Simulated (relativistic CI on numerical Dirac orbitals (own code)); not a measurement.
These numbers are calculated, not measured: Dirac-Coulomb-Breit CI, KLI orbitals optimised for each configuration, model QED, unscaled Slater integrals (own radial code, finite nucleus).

CI space (outside the closed core [Ne]): 3s²3p⁶3d⁵, 3s²3p⁵3d⁶, 3s²3p⁴3d⁷, 3s3p⁶3d⁶, 3p⁶3d⁷, 3s3p⁵3d⁷, 3s²3p⁶3d⁴4s, 3s²3p⁶3d⁴4p, 3s²3p⁴3d⁶4s, 3s²3p⁶3d⁴4d, 3s²3p⁴3d⁶4p, 3s²3p⁵3d⁵4s, 3s²3p⁶3d⁴4f, 3s3p⁵3d⁶4s, 3s²3p⁵3d⁵4p, 3s3p⁵3d⁶4p, 3p⁶3d⁶4s, 3s²3p⁶3d³4s², 3p⁶3d⁶4p, 3s²3p⁶3d³4s4p, 3s²3p⁶3d⁴5s, 3p⁶3d⁵4s². Levels of other configurations are missing.

At this charge energies of transitions that change n are usually good to better than 1 %, and those within a shell (Δn = 0) to a few per cent.

Outline of the computed level scheme of Ho XLV. Lowest level of each configuration: 3s²3p⁶3d⁵ ⁴P5/2 at 0.000 eV; 3s²3p⁵3d⁶ ⁶F°11/2 at 308.830 eV.

Some strong electric-dipole decays among the lowest 45 levels: 3s²3p⁵3d⁶ ⁴D°7/2 → 3s²3p⁶3d⁵ ⁴P5/2 (4.6e+11 s⁻¹); 3s²3p⁵3d⁶ ⁴D°7/2 → 3s²3p⁶3d⁵ ⁴P5/2 (7.9e+10 s⁻¹); 3s²3p⁵3d⁶ ²P°1/2 → 3s²3p⁶3d⁵ ⁴D3/2 (6.1e+09 s⁻¹); 3s²3p⁵3d⁶ ⁶F°11/2 → 3s²3p⁶3d⁵ ²H11/2 (4.8e+09 s⁻¹); 3s²3p⁵3d⁶ ⁶F°11/2 → 3s²3p⁶3d⁵ ⁴G9/2 (4.6e+09 s⁻¹); 3s²3p⁵3d⁶ ⁴F°9/2 → 3s²3p⁶3d⁵ ⁴G7/2 (4.0e+09 s⁻¹); 3s²3p⁵3d⁶ ⁴P°5/2 → 3s²3p⁶3d⁵ ⁶S5/2 (3.7e+09 s⁻¹); 3s²3p⁵3d⁶ ⁶F°9/2 → 3s²3p⁶3d⁵ ⁴G7/2 (3.6e+09 s⁻¹).

LS names give the leading component of a level, which can be under half, so a name can repeat, a term be missing and a line seem to break the LS rules.
